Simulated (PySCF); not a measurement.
C$_{2}$H$_{5}$AlCl$_{2}$O (SMILES CC[O][Al]([Cl])[Cl]), singlet, at a GFN2-xTB geometry (such geometries of metal compounds can be far from the true shape).

The PySCF input:
```python
from pyscf import gto, scf, dft

mol = gto.Mole()
mol.atom = '''
    Al   -0.108421    0.519684    0.071939
    Cl   -0.272946    0.842400   -1.927678
    Cl   -0.404671    1.978989    1.446086
    O     0.280590   -0.967208    0.661776
    C     0.603071   -2.320575    0.815148
    C     0.623238   -3.042183   -0.524553
    H     1.586695   -2.388151    1.294238
    H    -0.140243   -2.778181    1.478444
    H     1.359928   -2.581959   -1.179184
    H     0.873556   -4.090006   -0.382172
    H    -0.353551   -2.966998   -0.997252
'''
mol.basis = 'sto-3g'
mol.charge = 0
mol.spin = 0
mol.verbose = 4
mol.max_memory = 1800
mol.build()

mf = dft.RKS(mol)
mf.xc = 'pbe'
mf = mf.density_fit(auxbasis='def2-universal-jkfit')
mf.kernel()
```

Estimate the nuclear repulsion energy that DF-PBE/STO-3G in PySCF returns for this input.

410.7916 Eh

Estimate the dipole moment that DF-PBE/STO-3G returns for this input.

3.25 D

What HOMO energy does DF-PBE/STO-3G give?

-3.06 eV

Estimate the total energy that DF-PBE/STO-3G returns for this input.

-1301.7908 Eh

What number of basis functions does DF-PBE/STO-3G give?

47

Predict the HOMO-LUMO gap from DF-PBE/STO-3G.

5.28 eV
